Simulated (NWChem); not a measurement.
# FeHSCl, quintet; SMILES [Cl][Fe][SH]

```xyz
4

Fe     0.0101    -0.0216     0.0000
Cl     0.0107    -2.1789     0.0000
S      0.0534     2.2071     0.0000
H     -1.2986     2.2882     0.0000
```
Atoms are numbered in this order, from 1.

Results from NWChem. Spin-unrestricted. In the optimisation the excess spin sits in a' and a" (Cs, its own frame). The geometry was optimised at PBE0/def2-SVP, spin-unrestricted. This spin state was assumed; another may lie lower. No stability test was run on the SCF state.

Task: Taking B3LYP/def2-TZVPP as the yardstick, which of these has the fewest basis functions while keeping “highest occupied level (eV)” within 0.05 eV of it: B3LYP/def2-SVP; B3LYP/def2-SVPD; B3LYP/def2-TZVP?

Result: B3LYP/def2-TZVP.
```
level             basis functions  highest occupied level (eV)
----------------  ---------------  ---------------------------
B3LYP/def2-SVP                 72                        -7.09
B3LYP/def2-SVPD                96                        -7.51
B3LYP/def2-TZVP               125                        -7.40
B3LYP/def2-TZVPP              162                        -7.42
```

The yardstick is one finite set, not the basis-set limit.
